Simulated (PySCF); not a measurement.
SMILES C=C(C=O)[C@@H]1C=C1F, C6H5FO

Cartesian coordinates in Å; atom numbers follow the order of the lines, from 1:
```xyz
13

C    -0.7006   -0.6226    1.2522
C    -0.6489    0.0172    0.0816
C    -1.8919    0.5322   -0.5217
O    -1.9667    1.1187   -1.5697
C     0.5951    0.2621   -0.6877
C     1.7868   -0.6996   -0.5799
C     1.9042    0.4457    0.0057
F     2.5972    1.2838    0.7422
H    -1.6325   -0.7734    1.7701
H     0.1849   -1.0127    1.7254
H    -2.7940    0.3322    0.0884
H     0.4124    0.7764   -1.6269
H     2.1496   -1.6595   -0.8476
```

The calculation used GIAO B3LYP/pcSseg-1 magnetisability, rotational g tensor and spin-rotation constants, non-relativistic, gas phase in PySCF. Geometry: GFN2-xTB.

Question: Give the nuclear spin-rotation constants along the inertial axes (H = +C I·J) beside the isotropic shieldings.

Answer: Rotational constants 3.8359, 1.2568, 1.1473 GHz. A star marks the isotopologue with that one atom substituted, in its own axes.
| atom | isotope | Caa (kHz) | Cbb (kHz) | Ccc (kHz) | mean (kHz) | σ (ppm) |
| --- | --- | --- | --- | --- | --- | --- |
| F8 | 19F | 4.843 | 0.002 | 1.533 | 2.126 | 319.7 |
| H9 | 1H | 0.012 | -0.021 | -0.126 | -0.045 | 25.8 |
| H10 | 1H | 0.258 | -0.084 | -0.135 | 0.013 | 25.5 |
| H11 | 1H | 0.040 | 0.018 | -0.085 | -0.009 | 22.0 |
| H12 | 1H | -0.278 | 0.026 | -0.117 | -0.123 | 28.1 |
| H13 | 1H | -0.334 | -0.140 | 0.045 | -0.143 | 27.1 |
| C1 | 13C* | 1.836 | 0.451 | 0.176 | 0.821 | 42.8 |
| C2 | 13C* | 1.983 | 0.503 | 0.217 | 0.901 | 20.1 |
| C3 | 13C* | 2.014 | 0.565 | 0.326 | 0.968 | -15.4 |
| O4 | 17O* | -2.642 | -1.313 | -0.086 | -1.347 | -343.3 |
| C5 | 13C* | 0.923 | 0.121 | 0.184 | 0.409 | 152.7 |
| C6 | 13C* | 1.301 | 0.176 | 0.243 | 0.573 | 109.7 |
| C7 | 13C* | 2.139 | 0.358 | 0.253 | 0.917 | 27.7 |

For the geometry as given, no vibrational averaging.

Question: How do the rotational constants and the g tensor change when H9, H10, H11, H12, H13 are replaced by deuterium?

Answer: Constants 3.3247, 1.1991, 1.0794 GHz; g -0.0529, -0.0209, -0.0089, against -0.0602, -0.0218, -0.0096 before.
